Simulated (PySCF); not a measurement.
Job file and geometry (Å, from GFN2-xTB) of an NMR shielding run on `CC[C@H](C)CSBN`, C5H14BNS, PySCF, GIAO PBE0/pcSseg-1 NMR shielding, non-relativistic, gas phase; density fitting, a coarse starting grid and PySCF grid level 2 are the driver's defaults:

```
$ OMP_NUM_THREADS=1 python probes_run.py task.json out

{"job": {"kind": "nmr", "xc": "PBE0", "basis": "pcSseg-1"}, "charge": 0, "multiplicity": 1}
C     -3.223289     0.171123     0.285624
C     -2.017033    -0.726499     0.035130
C     -0.691618    -0.102439     0.490973
C     -0.344023     1.145165    -0.315912
C      0.417002    -1.148676     0.375603
S      1.959302    -0.638536     1.227750
B      3.003256    -0.059736    -0.119692
N      4.241722     0.484109     0.177419
H     -3.175553     1.072754    -0.318759
H     -3.270291     0.458652     1.333621
H     -4.141032    -0.355730     0.033632
H     -1.953583    -0.964237    -1.029561
H     -2.163617    -1.665604     0.574521
H     -0.780541     0.175227     1.547003
H     -1.064364     1.937663    -0.133710
H     -0.334570     0.919986    -1.381076
H      0.640046     1.513351    -0.032617
H      0.112306    -2.075125     0.863143
H      0.655953    -1.354562    -0.666670
H      2.641006    -0.155882    -1.227776
H      4.891718     0.812544    -0.514936
H      4.586791     0.575838     1.118078
```

Question: Write the output of this run.

Answer: 
```
coarse grid: 17888 points
cycle   1  E = -676.1819811533  dE =  6.668e-01  |g| = 4.949e-01  |ddm| = 3.976e+00
cycle   2  E = -676.1728547252  dE =  9.126e-03  |g| = 5.569e-01  |ddm| = 8.847e-01
cycle   3  E = -676.2459689458  dE = -7.311e-02  |g| = 6.658e-02  |ddm| = 4.471e-01
cycle   4  E = -676.2469228012  dE = -9.539e-04  |g| = 2.903e-02  |ddm| = 9.005e-02
cycle   5  E = -676.2471059687  dE = -1.832e-04  |g| = 6.204e-03  |ddm| = 2.601e-02
cycle   6  E = -676.2471143215  dE = -8.353e-06  |g| = 2.114e-03  |ddm| = 8.390e-03
final grid: 165200 points
cycle   7  E = -676.2943793858  dE = -5.778e-05  |g| = 1.223e-02  |ddm| = 3.653e-02
cycle   8  E = -676.2943553656  dE =  2.402e-05  |g| = 1.560e-02  |ddm| = 2.583e-02
cycle   9  E = -676.2944170318  dE = -6.167e-05  |g| = 9.930e-04  |ddm| = 1.592e-02
cycle  10  E = -676.2944172735  dE = -2.416e-07  |g| = 2.867e-04  |ddm| = 1.308e-03
cycle  11  E = -676.2944172918  dE = -1.832e-08  |g| = 6.804e-05  |ddm| = 2.686e-04
cycle  12  E = -676.2944172929  dE = -1.171e-09  |g| = 1.992e-05  |ddm| = 1.098e-04
cycle  13  E = -676.2944172930  dE = -7.822e-11  |g| = 4.863e-06  |ddm| = 1.834e-05
converged SCF energy = -676.2944172930

GIAO shielding tensors (ppm)
atom      isotropic    diamagn.    paramagn.     s11        s22        s33       span
  0 C      171.827     245.395     -73.568    158.848    169.792    186.841     27.993
  1 C      152.177     248.458     -96.281    139.776    144.459    172.295     32.518
  2 C      143.770     249.674    -105.903    120.295    146.185    164.831     44.535
  3 C      169.410     250.704     -81.294    152.138    169.473    186.619     34.481
  4 C      139.531     250.863    -111.332    116.475    139.101    163.017     46.543
  5 S      519.682    1060.015    -540.334    444.414    513.073    601.558    157.144
  6 B       59.634     199.036    -139.402     19.139     54.651    105.112     85.973
  7 N      170.777     314.095    -143.319     85.045    211.147    216.139    131.094
  8 H       30.505      29.851       0.654     25.345     30.308     35.862     10.517
  9 H       30.948      29.357       1.591     26.553     29.127     37.165     10.612
 10 H       30.520      26.875       3.645     25.660     27.561     38.338     12.678
 11 H       30.778      32.495      -1.717     26.434     30.773     35.128      8.694
 12 H       30.285      32.237      -1.952     24.703     30.712     35.440     10.737
 13 H       30.635      34.994      -4.359     26.417     30.906     34.583      8.165
 14 H       30.562      32.808      -2.247     25.280     29.602     36.803     11.523
 15 H       31.743      33.331      -1.589     28.138     29.339     37.752      9.614
 16 H       30.046      33.322      -3.276     24.347     30.702     35.090     10.742
 17 H       28.836      33.054      -4.218     22.099     30.356     34.053     11.954
 18 H       29.498      33.473      -3.976     24.357     30.350     33.786      9.429
 19 H       26.456      32.410      -5.954     23.510     25.267     30.593      7.083
 20 H       27.894      28.033      -0.139     22.772     24.124     36.786     14.014
 21 H       28.088      29.805      -1.717     22.520     26.777     34.968     12.448
```

Size and cost of the density-fitted run: 213 basis functions, 2.9 min wall time (2.3 min CPU) on 1 thread of an Intel Xeon, shared host; peak memory 0.91 GiB.
